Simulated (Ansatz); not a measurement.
Gas-phase electronic energies from Ansatz, PBE0-D4/def2-TZVP geometries. CCSD(T)/CBS adds triple-zeta CCSD(T) − MP2 to the extrapolated MP2 energy (def2 sets, frozen cores). This one scheme is used for every species. For Br outer-core shells are correlated without core-valence functions, which leaves a few kJ/mol of doubt a bond. Scalar relativity is left out up to krypton.

Reaction (substitution at a C–Cl bond): `FC(Cl)Br` + H–F → `FC(F)Br` + HCl

```tsv
level	ΔE (eV)
MP2/def2-QZVPP	-0.04
MP2/CBS(def2)	0.00
```

Task: What does CCSD(T)/CBS give? (Estimate.)

Result: The calculation gave: -0.11 eV. The listed levels differ from it by 0.07, 0.11 eV.

Largest T1 diagnostic among the species: 0.010.

In def2-TZVPP, CCSD(T) changes the Hartree–Fock value by +0.22 eV (the triples alone add +0.03 eV) and MP2 by +0.32 eV. From BLYP to BHLYP (50 % exact exchange), in def2-TZVPP and without D4, ΔE moves by −0.05 eV. The D4 term adds +0.06 eV with B3LYP and +0.03 eV with PBE0; it sums over pairs of atoms, weighted by their polarisabilities, and B3LYP, whose exchange is more repulsive, gets the larger term.

B3LYP here is the variant with VWN-RPA as its local correlation; programs differ in this.
